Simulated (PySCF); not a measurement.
## Heteronuclear NMR

Geometry:
```json
{"atom": "C1", "x (Å)": "-2.632", "y (Å)": "-0.388", "z (Å)": "-0.212"}
{"atom": "C2", "x (Å)": "-1.310", "y (Å)": "0.371", "z (Å)": "-0.236"}
{"atom": "Si3", "x (Å)": "0.194", "y (Å)": "-0.786", "z (Å)": "-0.319"}
{"atom": "O4", "x (Å)": "1.527", "y (Å)": "0.135", "z (Å)": "-0.339"}
{"atom": "Si5", "x (Å)": "3.006", "y (Å)": "0.770", "z (Å)": "-0.195"}
{"atom": "H6", "x (Å)": "-2.686", "y (Å)": "-1.036", "z (Å)": "0.661"}
{"atom": "H7", "x (Å)": "-3.478", "y (Å)": "0.298", "z (Å)": "-0.179"}
{"atom": "H8", "x (Å)": "-2.734", "y (Å)": "-1.011", "z (Å)": "-1.097"}
{"atom": "H9", "x (Å)": "-1.247", "y (Å)": "1.002", "z (Å)": "0.654"}
{"atom": "H10", "x (Å)": "-1.306", "y (Å)": "1.050", "z (Å)": "-1.091"}
{"atom": "H11", "x (Å)": "0.214", "y (Å)": "-1.568", "z (Å)": "-1.557"}
{"atom": "H12", "x (Å)": "0.276", "y (Å)": "-1.652", "z (Å)": "0.861"}
{"atom": "H13", "x (Å)": "3.810", "y (Å)": "-0.137", "z (Å)": "0.623"}
{"atom": "H14", "x (Å)": "3.535", "y (Å)": "0.892", "z (Å)": "-1.551"}
{"atom": "H15", "x (Å)": "2.826", "y (Å)": "2.069", "z (Å)": "0.451"}
```

[PySCF 2.14: GFN2-xTB structure; shieldings: GIAO PBE0/pcSseg-1; equivalent nuclei averaged; one computed conformer; non-relativistic; no solvent model]

Task: Predict the 29Si NMR data.

Result: 
```tsv
atoms	environment	σ (ppm)	δ (ppm)
Si3	silicon bonded to C, O, 2 H	370.2	-24.3
Si5	silicon bonded to O, 3 H	393.7	-43.6
```

Shieldings were converted by a linear fit to measured shifts: 29Si (scatter 8.9 ppm rms, 25.8 ppm with the 6 outliers that the fit left out vs TMS, solution or neat liquid). A few per cent of atoms miss by over 2 rms, more outside the fitted compound classes.

On a 400 MHz spectrometer 29Si resonates near 79.5 MHz, so 1 ppm is 79.5 Hz.

Task: Where does 17O resonate?

Result: 
```
atoms            environment  σ (ppm)  δ (ppm)
   O4  oxygen bonded to 2 Si    327.6    -31.7
```

Shieldings were converted by a linear fit to measured shifts: 17O (scatter 10.7 ppm rms, 12.2 ppm with the 3 outliers that the fit left out vs liquid water, solution or neat liquid). A few per cent of atoms miss by over 2 rms, more outside the fitted compound classes.

On a 400 MHz spectrometer 17O resonates near 54.2 MHz, so 1 ppm is 54.2 Hz.
